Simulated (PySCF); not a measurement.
## Static response to an electric field

C2H5BF2GeS2.
Geometry (PBE0-D3(BJ)/def2-SVP, Å), atoms numbered from 1 in this order:
```
atom  x, y, z in Å
F1    -2.1188   -0.1868    1.9172
B2    -1.6536   -1.0324    1.0202
F3    -2.1057   -2.2676    1.0629
C4    -0.6057   -0.5771   -0.0603
C5    -0.6833    0.9052   -0.3732
S6     0.6294    1.4476   -1.5261
Ge7    2.2598    0.3689   -0.4709
S8     0.9957   -1.0182    0.7506
H9    -0.7035   -1.1768   -0.9788
H10   -0.6452    1.5012    0.5504
H11   -1.6301    1.1362   -0.8881
H12    3.1547   -0.3570   -1.4898
H13    3.1045    1.2398    0.4757
```

Level: CAM-B3LYP/def2-SVPD (PySCF), static field, nuclei fixed, core orbitals frozen in the response. The polarisability tensor in these axes (au):

```
x   118.66   4.03  -5.80
y     4.03  98.58 -12.55
z    -5.80 -12.55  95.55
```

**Question.** Give the principal values, the mean and the anisotropy Δα = √{½[(α1 − α2)² + (α2 − α3)² + (α1 − α3)²]}.

**Answer.** Principal values 84.34, 106.01 and 122.43 au; mean 104.26 au = 15.45 Å³ = 17.19 × 10⁻⁴⁰ C²·m²/J; Δα = 33.09 au (32 % of the mean).

**Question.** What is the dipole moment, and where does it point?

**Answer.** (0.52, 0.69, -0.95) D, 1.28 D in size, pointing from the negative to the positive side. Measured along this direction, the outermost atoms are F3 at the negative end and H12 and S6 at the positive end.

**Question.** What are the principal values of the traceless quadrupole moment, Θ = ½Σq(3rr − r²1), about the centre of nuclear charge?

**Answer.** -9.95, -0.92, 10.87 D·Å. The values depend on the origin, since the dipole doesn't vanish. The electronic extent ⟨r²⟩ about the same centre is 1999 bohr², a root-mean-square distance of 2.32 Å for the 104 electrons.

**Question.** What depolarisation ratio follows for Rayleigh scattering of linearly polarised light, taking the static tensor?

**Answer.** ρ = 3Δα²/(45ᾱ² + 4Δα²) = 3284.8/(489165 + 4379.7) = 0.00666.

**Question.** Orientational against electronic polarisability at 273 K (dilute gas, rigid molecules)?

**Answer.** In Gaussian units μ²/3kT = 14.58 Å³ against 15.45 Å³, a ratio of 0.94; the Debye molar polarisation (4π/3)N_A(α + μ²/3kT) is 75.8 cm³/mol, leaving out the vibrational part.

**Question.** What would n − 1 = 2πNα be for an ideal gas of these molecules at 500 K and 1 atm, electronic part alone?

**Answer.** N = p/kT = 1.4678 × 10¹⁹ cm⁻³, so n − 1 = 2π × N × 15.45 × 10⁻²⁴ cm³ = 1425 × 10⁻⁶ at long wavelengths, for an ideal gas.

One conformer (not necessarily the lowest) at the PBE0-D3(BJ)/def2-SVP geometry, without solvent, vibrations or thermal averaging. The calculation is non-relativistic, for germanium too.

The run behind these numbers computed excited states and ΔSCF ions as well. Hardware: one thread of an Arm Neoverse N1, on a shared host. Cost: 11 min (grids of density and orbitals included), 1.1 GiB resident at most.
